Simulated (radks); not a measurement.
Polarisability of the carbon ion C4+, [He], at imaginary frequency. Calculated with a radial shooting solver on a logarithmic mesh with Libxc functionals: non-relativistic Kohn-Sham, LDA (Slater exchange, VWN5 correlation), spin-polarised, spherical densities, point nucleus. Response by self-consistent Sternheimer equations with the Hartree and adiabatic LDA kernel.

| w (hartree) | alpha1(iw) (bohr^3) | alpha2(iw) (bohr^5) |
|---|---|---|
| 0.00266 | 0.009449 | 0.001152 |
| 0.0143 | 0.009449 | 0.001152 |
| 0.0360 | 0.009449 | 0.001152 |
| 0.0697 | 0.009449 | 0.001152 |
| 0.118 | 0.009448 | 0.001152 |
| 0.186 | 0.009447 | 0.001152 |
| 0.280 | 0.009444 | 0.001151 |
| 0.413 | 0.009439 | 0.001151 |
| 0.605 | 0.009426 | 0.001150 |
| 0.892 | 0.009400 | 0.001148 |
| 1.35 | 0.009338 | 0.001143 |
| 2.12 | 0.009178 | 0.001131 |
| 3.59 | 0.008714 | 0.001095 |
| 6.94 | 0.007222 | 0.0009672 |
| 17.5 | 0.003373 | 0.0005429 |

Static values: alpha1 = 0.009449 bohr^3 (0.001400 angstrom^3; uncoupled 0.009797), alpha2 = 0.001152 bohr^5, alpha3 = 0.0003561 bohr^7. C6 = 0.0008664, C8 = 0.0005942, triple-dipole C9 = 6.027e-06 atomic units. One-pole (London) frequency 4 C6 / (3 alpha1^2) = 12.938 hartree, against 13.034 for minus the highest occupied eigenvalue. The dipole shielding factor is 0.333, as the force sum rule N/Z = 0.333 demands.
